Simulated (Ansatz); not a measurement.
`[SH][Ti]([SH])([SH])[Cl]` + `[SH][Zr]([SH])([Cl])[Cl]` → `[SH][Ti]([SH])([Cl])[Cl]` + `[SH][Zr]([SH])([SH])[Cl]`  (redistribution)

Gas-phase electronic energies from Ansatz, PBE0-D4/def2-TZVP geometries. CBS: MP2 limit from def2 TZ/QZ plus the TZ coupled-cluster correction, frozen cores. Elements past krypton have def2 core potentials. For Ti, Zr outer-core shells are correlated without core-valence functions, which leaves a few kJ/mol of doubt a bond. Scalar relativity is left out up to krypton. Each species was taken in one conformer, which may not be the lowest.

```
                   species  HF/def2-QZVPP energy (Eh)
`[SH][Ti]([SH])([SH])[Cl]`                -2502.52325
`[SH][Zr]([SH])([Cl])[Cl]`                -1762.13431
`[SH][Ti]([SH])([Cl])[Cl]`                -2563.94292
`[SH][Zr]([SH])([SH])[Cl]`                -1700.71018
```

(1) Work out ΔE.

Largest T1 diagnostic among the species: 0.028, so the coupled-cluster value is less sure than usual.

Answers

(1) ΔE = (-2563.94292) + (-1700.71018) − (-2502.52325) − (-1762.13431) = 0.00446 Eh = +2.8 kcal/mol. CCSD(T)/CBS gives +3.1 kcal/mol.
